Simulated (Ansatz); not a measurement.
`O/C(Cl)=[CH]/[GaH2]` + `O[SiH3]` → `[SiH3][O][GaH2]` + `C=C(O)Cl` at 700 K and 1 bar (ligand exchange at a Ga–C bond).

Calculated with Ansatz (gas phase, PBE0-D4/def2-TZVP geometries, no zero-point term in ΔE). CCSD(T)/CBS is the MP2 limit (def2-TZVPP, def2-QZVPP) plus CCSD(T) − MP2 in def2-TZVPP, frozen cores. For Ga outer-core shells are correlated without core-valence functions, which leaves a few kJ/mol of doubt a bond. Scalar relativity is left out up to krypton. One conformer a species, not always the lowest.

| species | CCSD(T)/CBS energy (Eh) | H − E (kJ/mol) | S (J/(mol·K)) |
| --- | --- | --- | --- |
| `O/C(Cl)=[CH]/[GaH2]` | -2537.36228 | 209.1 | 464.6 |
| `O[SiH3]` | -366.69042 | 144.6 | 321.6 |
| `[SiH3][O][GaH2]` | -2291.24790 | 176.8 | 427.2 |
| `C=C(O)Cl` | -612.82898 | 176.1 | 363.4 |

H − E and S are ideal-gas, rigid-rotor, harmonic terms from PBE0-D4/def2-TZVP, for one conformer and one mirror image of each species. 1 Eh = 2625.50 kJ/mol, R = 8.31446 J/(mol·K).

Task: By hand: ΔE, ΔH, ΔS and ΔG.

Result: ΔE = (-2291.24790) + (-612.82898) − (-2537.36228) − (-366.69042) = -0.02418 Eh = -63.5 kJ/mol. Δ(H − E) = 176.8 + 176.1 − 209.1 − 144.6 = -0.8, so ΔH = -64.3 kJ/mol. ΔS = 427.2 + 363.4 − 464.6 − 321.6 = 4.4 J/(mol·K). ΔG = -64.3 − 700 × (4.4)/1000 = -67.4 kJ/mol.

Task: By hand: the equilibrium constant, and the temperature at which ΔG would vanish if ΔH and ΔS stayed fixed.

Result: log₁₀ K = −ΔG/(RT ln 10) = 5.0. ΔH and −TΔS have one sign here, so there is no such temperature. One of them is within its doubt of zero, so this could turn.

The number of gas molecules stays the same, so ΔS is small and ΔH decides. A doubt of 5 kJ/mol in ΔE shifts log₁₀ K by 0.4 here. Other conformers and mirror images would add mixing entropy, several J/(mol·K) or more a flexible species. These are equilibria of isolated gas molecules and say nothing of rates. Largest T1 diagnostic: 0.014 (customary marks: 0.02 for closed shells, 0.045 for open ones).
